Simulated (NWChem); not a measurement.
System: Si2H3Cl, singlet; SMILES [Si](Cl)[SiH3]

```xyz
6

Si     0.8215     0.2918    -0.6131
Cl    -0.3461     1.3706     0.7680
Si    -0.2821    -1.8105    -0.1281
H     -0.1066    -2.1292     1.3263
H      0.2517    -2.9549    -0.9341
H     -1.7476    -1.6705    -0.4110
```
Atoms are numbered in this order, from 1.

Computed with NWChem. Geometry optimised at PBE0/def2-SVP; all other runs use it. Low-valent species are run as closed-shell singlets; no triplet was tried in these runs.

```tsv
quantity	level	value
isotropic polarisability (bohr³), static	PBE/def2-SVPD	81.9
vertical ionisation energy, ΔSCF (eV)	PBE/def2-SVP	8.37
cavity-dispersion-structure term (kcal/mol) in water	PBE0/def2-SVP, SMD	2.0
vertical, lowest excitation, singlet (eV)	PBE/def2-SVPD, TDA	1.88
dipole (D)	PBE0/def2-SVP	0.80
highest harmonic frequency (cm⁻¹)	PBE0/def2-SVP	2217
```
